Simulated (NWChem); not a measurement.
Program: NWChem. System: BeCl$_{2}$, charge 0, spin multiplicity 1, displaced from the optimised geometry. The structure started from a generated list of species. Level: PBE/def2-TZVP.

Input file:

```
start mol
memory heap 200 mb stack 900 mb global 1100 mb
geometry units angstroms nocenter noautoz
  Be     0.000000     0.000000     0.000000
  Cl     0.000000     0.000000     1.850735
  Cl     0.000000     0.000000    -1.850735
  symmetry group D2h
end
basis spherical
  * library def2-tzvp
end
dft
  xc xpbe96 cpbe96
  semidirect memsize 60000000 filesize 0
  iterations 100
  convergence damp 70 ncydp 30
end
task dft gradient
```

Part of the output:

```
             Northwest Computational Chemistry Package (NWChem) 7.3.0
             --------------------------------------------------------

                                NWChem Input Module
                                -------------------

 Scaling coordinates for geometry "geometry" by  1.889725989
 (inverse scale =  0.529177249)

 Turning off AUTOSYM since
 SYMMETRY directive was detected!

                             Geometry "geometry" -> ""
                             -------------------------

 Output coordinates in angstroms (scale by  1.889725989 to convert to a.u.)

  No.       Tag          Charge          X              Y              Z
 ---- ---------------- ---------- -------------- -------------- --------------
    1 Be                   4.0000     0.00000000     0.00000000     0.00000000
    2 Cl                  17.0000     0.00000000     0.00000000     1.85073500
    3 Cl                  17.0000     0.00000000     0.00000000    -1.85073500

 Effective nuclear repulsion energy (a.u.)      80.2028482438

            Nuclear Dipole moment (a.u.)
            ----------------------------
        X                 Y               Z
 ---------------- ---------------- ----------------
     0.0000000000     0.0000000000     0.0000000000

      Symmetry information
      --------------------

 Group name             D2h
 Group number             26
 Group order               8
 No. of unique centers     2

      Symmetry unique atoms

     1    2


 Summary of "ao basis" -> "" (spherical)
 ------------------------------------------------------------------------------
       Tag                 Description            Shells   Functions and Types
 ---------------- ------------------------------  ------  ---------------------
 *                         def2-tzvp                  on all atoms

  pbe96 is a nonlocal functional; adding pw91lda local functional.

                                 NWChem DFT Module
                                 -----------------

 Summary of "ao basis" -> "ao basis" (spherical)
 ------------------------------------------------------------------------------
[...]
     2   1 0 1      0.000000      0.000000      0.000000      0.000000
     2   0 2 0    -22.212957    -11.106479    -11.106479      0.000000
     2   0 1 1      0.000000      0.000000      0.000000      0.000000
     2   0 0 2    -25.146772   -220.511964   -220.511964    415.877156

            General Information
            -------------------
          SCF calculation type: DFT
          Wavefunction type:  closed shell.
          No. of atoms     :     3
          No. of electrons :    38
           Alpha electrons :    19
            Beta electrons :    19
          Charge           :     0
          Spin multiplicity:     1
          Use of symmetry is: on ; symmetry adaption is: on
          Maximum number of iterations: 100
          AO basis - number of functions:    93
                     number of shells:    35
          Convergence on energy requested:  1.00D-06
          Convergence on density requested:  1.00D-05
          Convergence on gradient requested:  5.00D-04

              XC Information
              --------------
          PerdewBurkeErnzerhof Exchange Functional  1.000
            Perdew 1991 LDA Correlation Functional  1.000 local
           PerdewBurkeErnz. Correlation Functional  1.000 non-local

             Grid Information
             ----------------
          Grid used for XC integration:  medium
          Radial quadrature: Mura-Knowles
          Angular quadrature: Lebedev.
          Tag              B.-S. Rad. Rad. Pts. Rad. Cut. Ang. Pts.
          ---              ---------- --------- --------- ---------
          Be                  1.05       49           8.0       434
          Cl                  1.00       88          10.0       590
          Grid pruning is: on
          Number of quadrature shells:   137
          Spatial weights used:  Erf1

          Convergence Information
          -----------------------
          Convergence aids based upon iterative change in
          total energy or number of iterations.
          Levelshifting, if invoked, occurs when the
          HOMO/LUMO gap drops below (HL_TOL):  1.00D-02
          DIIS, if invoked, will attempt to extrapolate
          using up to (NFOCK): 10 stored Fock matrices.

                    Damping(70%)  Levelshifting(0.5)       DIIS
                  --------------- ------------------- ---------------
          dE  on:    start            ASAP                start
          dE off:   30 iters        100 iters           100 iters

      Screening Tolerance Information
      -------------------------------
          Density screening/tol_rho:  1.00D-10
          AO Gaussian exp screening on grid/accAOfunc:  14
          CD Gaussian exp screening on grid/accCDfunc:  20
          XC Gaussian exp screening on grid/accXCfunc:  20
          Schwarz screening/accCoul:  1.00D-08

                            NWChem DFT Gradient Module
                            --------------------------

  charge          =   0.00
  wavefunction    = closed shell

  Using symmetry

                         DFT ENERGY GRADIENTS

    atom               coordinates                        gradient
                 x          y          z           x          y          z
   1 Be      0.000000   0.000000   0.000000    0.000000   0.000000   0.000000
   2 Cl      0.000000   0.000000   3.497382    0.000000   0.000000   0.014307
   3 Cl      0.000000   0.000000  -3.497382    0.000000  -0.000000  -0.014307

                 ----------------------------------------
                 |  Time  |  1-e(secs)   |  2-e(secs)   |
                 ----------------------------------------
                 |  CPU   |       0.00   |       1.87   |
                 ----------------------------------------
                 |  WALL  |       0.00   |       1.87   |
                 ----------------------------------------

 Task  times  cpu:        5.7s     wall:        5.7s

 Total times  cpu:        5.7s     wall:        5.7s
```
